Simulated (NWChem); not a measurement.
Species: BHSCl₂; SMILES SB(Cl)Cl

```xyz
5

B     -0.0114     0.0055     0.0000
Cl    -1.5851    -0.7618     0.0000
Cl     0.1010     1.7560     0.0000
S      1.4336    -1.0543     0.0000
H      2.3479    -0.0604     0.0000
```
Atoms are numbered in this order, from 1.

All runs: NWChem. Pople sets run with spherical d functions. Medium grid unless said otherwise, to which SCAN and Minnesota functionals are sensitive. All runs use the structure optimised with PBE0/def2-SVP. Hybrids' shares of exact exchange are those that their runs print; pure functionals count as 0. The functionals differ in more than this share.

| row | share of exact exchange | orbital gap (eV) |
|---|---|---|
| PBE/6-31G* | 0.00 | 4.96 |
| revPBE/6-31G* | 0.00 | 5.00 |
| B3LYP/6-31G* | 0.20 | withheld |
| r2SCAN0/6-31G* | 0.25 | 7.40 |
| MN15/6-31G* | 0.44 | 8.26 |
| BHandHLYP/6-31G* | 0.50 | 9.21 |
| M06-2X/6-31G* | 0.54 | 9.04 |

Problem. Fit a straight line of the last column on the one before it, predict the withheld value, and compare with the run.

Solution. 
1. Means of the 6 shown rows: x = 0.288, y = 7.312. Slope Σ(x − x̄)(y − ȳ)/Σ(x − x̄)² = 2.322/0.2989 = 7.768; intercept 5.072.
2. The shown rows scatter about the line by 0.236 (root mean square); the largest residual is +0.39, at r2SCAN0/6-31G*.
3. At x = 0.20 (B3LYP/6-31G*; inside the shown range) the line gives 6.63.
4. The run gives 6.64, +0.01 from the line, 0.0 times the scatter.
